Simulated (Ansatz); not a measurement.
Calculated with Ansatz (gas phase, PBE0-D4/def2-TZVP geometries, no zero-point term in ΔE). CCSD(T)/CBS is the MP2 limit (def2-TZVPP, def2-QZVPP) plus CCSD(T) − MP2 in def2-TZVPP, frozen cores. This one scheme is used for every species. DFT in def2-TZVPP. For Ge outer-core shells are correlated without core-valence functions, which leaves a few kJ/mol of doubt a bond. Scalar relativity is left out up to krypton. One conformer a species, not always the lowest.

`N[SiH2][GeH3]` + `NB(O)Cl` → `NB(Cl)[O][GeH3]` + `N[SiH3]`  (cleavage of the Ge–Si bond)

```csv
species,ωB97X-V energy (Eh)
`N[SiH2][GeH3]`,-2425.25806
`NB(O)Cl`,-616.94525
`NB(Cl)[O][GeH3]`,-2694.96811
`N[SiH3]`,-347.23732
```

Problem. Work out ΔE.

Solution. ΔE = (-2694.96811) + (-347.23732) − (-2425.25806) − (-616.94525) = -0.00212 Eh = -5.6 kJ/mol. CCSD(T)/CBS gives -3.3 kJ/mol.

Largest T1 diagnostic among the species: 0.012.

Leaving LDA and LC-ωPBE aside and taking each functional with its dispersion term where it has one, the values, not all of them listed here, spread over 24.4 kJ/mol, from BHLYP-D4 to PBE-D4. LDA lies +3.1 kJ/mol from PBE without D4. From PBE to PBE0 (25 % exact exchange), in def2-TZVPP and without D4, ΔE moves by −3.8 kJ/mol.
